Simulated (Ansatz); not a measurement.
Input for Ansatz (development build ahead of 0.2.0):

```yaml
crystal:
  periodic: [false, false, false]
  atoms:
    - { symbol: Mg, position_ang: [0.0, 0.0, 0.0] }
basis:
  gaussian: { orbitals: "6-31G" }
hamiltonian:
  xc: hf
correlation:
  method: ccsd_t
  frozen_orbitals: { Mg: 1 }
```

The input is written out in the form of the current development build from the run's settings.

The run gave:

```
Converged               : yes
Reference energy        : -199.59522 hartree
CCSD correlation energy : -0.03504 hartree
Triples correction      : -0.00012 hartree
Total energy            : -199.63038 hartree
```
